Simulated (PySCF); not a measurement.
Sn(OH)(SH) (H2OSSn), SMILES [Sn]([OH])[SH] (connectivity only; charge and spin as stated), neutral, multiplicity 1.

Geometry: PBE0-D3(BJ)/def2-TZVP. The def2 effective core potentials stand for the cores of Sn; spin–orbit coupling is left out. Other conformers were not sampled.

All values below come from CAM-B3LYP/def2-TZVPD run with PySCF.

The molecule is in vacuum.

Computed frontier levels, gap, dipole moment and polarisability:
| Item | Result |
|---|---|
| highest occupied level | -8.55 eV |
| lowest empty level | -1.43 eV |
| orbital gap | 7.12 eV |
| dipole moment | 1.89 D |
| quadrupole, principal values (traceless, Buckingham form, about the centre of nuclear charge) | -6.79, 2.49, 4.30 D·Å |
| mean static polarisability | 70.0 bohr³ (10.37 Å³) |
| polarisability, principal values | 54.6, 65.2, 90.2 bohr³ |
